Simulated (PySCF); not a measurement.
`FC(C1=C[P@H](=O)CC1)(F)F`, C₅H₆F₃OP

Geometry:
```
atom   x (Å)   y (Å)   z (Å)
  O1  -2.493  -1.009  -1.836
  P2  -1.746  -0.792  -0.601
  C3   0.029  -1.178  -0.575
  C4   0.698  -0.204   0.030
  C5   2.186  -0.194   0.233
  F6   2.760   0.890  -0.316
  F7   2.796  -1.263  -0.289
  F8   2.506  -0.165   1.540
  C9  -0.075   0.956   0.594
 C10  -1.465   0.937  -0.043
 H11  -2.250  -1.483   0.501
 H12   0.474  -2.057  -1.011
 H13  -0.140   0.832   1.679
 H14   0.449   1.895   0.403
 H15  -2.242   1.294   0.630
 H16  -1.494   1.549  -0.949
```

Computed, not measured: GIAO B3LYP/pcSseg-1 magnetisability, rotational g tensor and spin-rotation constants, non-relativistic, gas phase (PySCF 2.14.0). Geometry: GFN2-xTB.

**Question.** Give the nuclear spin-rotation constants along the inertial axes (H = +C I·J) beside the isotropic shieldings.

**Answer.** Rotational constants 2.5535, 0.6426, 0.5814 GHz. A star marks the isotopologue with that one atom substituted, in its own axes.
```tsv
atom	isotope	Caa (kHz)	Cbb (kHz)	Ccc (kHz)	mean (kHz)	σ (ppm)
P2	31P	3.703	1.045	1.085	1.944	292.0
F6	19F	3.788	0.820	0.564	1.724	254.1
F7	19F	3.878	0.590	0.697	1.722	259.5
F8	19F	3.593	0.838	0.663	1.698	247.0
H11	1H	-0.192	-0.056	0.045	-0.068	23.6
H12	1H	-0.231	0.068	-0.077	-0.080	25.0
H13	1H	-0.277	-0.049	-0.003	-0.110	29.4
H14	1H	-0.207	-0.032	-0.031	-0.090	29.1
H15	1H	-0.218	-0.009	-0.055	-0.094	29.6
H16	1H	-0.310	-0.065	0.013	-0.120	29.8
O1	17O*	-0.475	-0.058	-0.087	-0.206	224.6
C3	13C*	1.050	0.284	0.087	0.474	42.5
C4	13C*	1.221	0.269	0.110	0.533	24.3
C5	13C*	0.843	0.197	0.186	0.409	48.2
C9	13C*	0.433	0.099	0.099	0.210	152.9
C10	13C*	0.435	0.105	0.104	0.215	149.3
```
For the geometry as given, no vibrational averaging.
